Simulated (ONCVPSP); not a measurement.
**Al (Z = 13), ONCV: configuration errors across variants**

```
Element                 : aluminium (Al)
Generator               : ONCVPSP 4.0.1
Type                    : optimised norm-conserving Vanderbilt (ONCV)
Functional              : PBEsol
Relativity              : scalar-relativistic
Frozen core             : [Ne]
Valence charge          : 3
Reference configuration : 3s2 3p1
Partial waves           : 3s: rc 1.75 bohr, ncon 3, nbas 7, qcut 4.7 1/bohr, 2 projectors, debl 3.6 Ha; 3p: rc 2.85 bohr, ncon 4, nbas 9, qcut 2.8 1/bohr, 2 projectors, debl 3.7 Ha; d scattering state at 0.38 Ha: rc 2.65 bohr, ncon 4, nbas 8, qcut 3.5 1/bohr, 3 projectors, debl 1.3 Ha
Local potential         : polynomial inside 1.65 bohr (lpopt 5, dvloc0 0 Ha)
Core correction         : Teter function, fcfact 3.25, rcfact 1.05
```

All-electron excitation energies from the reference (eV): (1) 3s2 3p0 5.736; (2) 3s1 3p0 24.907; (3) 3s2 3p0.5 2.074; (4) 3s1 3p2 5.119.

A true bound ghost makes a file unfit for plane-wave use even where its test errors are small: the radial tests pick states by their node count and pass the ghost by.

Errors AE − PS in meV (a dash: test not solved or not reliable):

| change | (1) | (2) | (3) | (4) | bound ghosts | GHOST(+) flags above zero |
| --- | --- | --- | --- | --- | --- | --- |
| base | -3.5 | -6.0 | -0.6 | +3.0 | none | s |
| all radii but the core radius scaled by about 0.77 (s 1.36, p 2.20, d 2.04 bohr); local potential polynomial inside 1.28 bohr (lpopt 5, dvloc0 0 Ha) | -2.5 | -11 | -0.5 | -3.0 | s | none |
| all radii but the core radius scaled by about 0.92 (s 1.60, p 2.62, d 2.44 bohr); local potential polynomial inside 1.52 bohr (lpopt 5, dvloc0 0 Ha) | -3.0 | -5.0 | -0.5 | +1.5 | none | s |
| all radii but the core radius scaled by about 1.09 (s 1.90, p 3.10, d 2.88 bohr); local potential polynomial inside 1.80 bohr (lpopt 5, dvloc0 0 Ha) | -3.9 | -7.0 | -4.0 | -0.8 | none | s, p |
| all radii but the core radius scaled by about 1.15 (s 2.02, p 3.28, d 3.06 bohr); local potential polynomial inside 1.90 bohr (lpopt 5, dvloc0 0 Ha) | -4.1 | -7.5 | -4.4 | -1.0 | none | s, p |
| all radii but the core radius scaled by about 1.24 (s 2.18, p 3.54, d 3.30 bohr); local potential polynomial inside 2.06 bohr (lpopt 5, dvloc0 0 Ha) | -3.9 | -7.5 | -4.9 | -1.9 | none | p |
| all radii but the core radius scaled by about 1.34 (s 2.34, p 3.80, d 3.54 bohr); local potential polynomial inside 2.20 bohr (lpopt 5, dvloc0 0 Ha) | -3.3 | -6.5 | -5.0 | -3.2 | none | s |

Task: Give the same row for: all radii but the core radius scaled by about 0.87 (s 1.52, p 2.48, d 2.30 bohr); local potential polynomial inside 1.44 bohr (lpopt 5, dvloc0 0 Ha).

Result: -3.1, -9.0, -0.5, 0.0; bound ghosts: s; GHOST(+) flags above zero: none.
